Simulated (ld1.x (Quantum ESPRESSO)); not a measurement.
## mercury, TM: configuration errors across variants

```json
{"Element": "mercury", "Generator": "ld1.x (Quantum ESPRESSO) 7.5", "Type": "norm-conserving Troullier–Martins (Kleinman–Bylander form)", "Functional": "PBE", "Relativity": "fully relativistic", "Frozen core": "[Xe] 4f14 5d10", "Valence charge": "2", "Reference configuration": "6s1.5 6p0 (charge +0.5)", "Partial waves": "6s (bound): rc 1.60 bohr; 6d channel at 0.2 Ry: rc 3.35 bohr; 6p (bound, empty): rc 3.20 bohr", "Local potential": "the p channel", "Core correction": "a·sin(br)/r model core inside 1.45 bohr"}
```

Open shells are filled in proportion to 2j + 1 (rel_dist='average').

All-electron excitation energies from the reference (eV): (1) 6s2 6p0 -4.363; (2) 6s1 6p0 6.338; (3) 6s1 6p1 1.604; (4) 6s0 6p2 8.048; (5) 6s0 6p1 13.646.

1 further variants failed, have other tests or too few solved ones, and are left out.

Errors AE − PS in meV (a dash: test not solved or not reliable):

| change | (1) | (2) | (3) | (4) | (5) | bound ghosts |
| --- | --- | --- | --- | --- | --- | --- |
| base | -48 | -62 | -62 | -232 | -314 | none |
| wave 6s (bound): rc 1.60 bohr becomes 6s (bound): rc 1.36 bohr | -52 | -67 | -67 | -281 | -363 | none |
| wave 6s (bound): rc 1.60 bohr becomes 6s (bound): rc 1.68 bohr | -48 | -61 | -61 | -223 | -304 | none |
| wave 6s (bound): rc 1.60 bohr becomes 6s (bound): rc 1.98 bohr | -47 | -61 | -60 | -212 | -293 | none |
| wave 6s (bound): rc 1.60 bohr becomes 6s (bound): rc 2.22 bohr | -48 | -61 | -59 | -212 | -292 | none |
| wave 6s (bound): rc 1.60 bohr becomes 6s (bound): rc 2.34 bohr | -48 | -61 | -60 | -213 | -294 | none |

Task: Give the same row for: wave 6s (bound): rc 1.60 bohr becomes 6s (bound): rc 1.46 bohr.

Result: -50, -65, -65, -266, -348; bound ghosts: none.
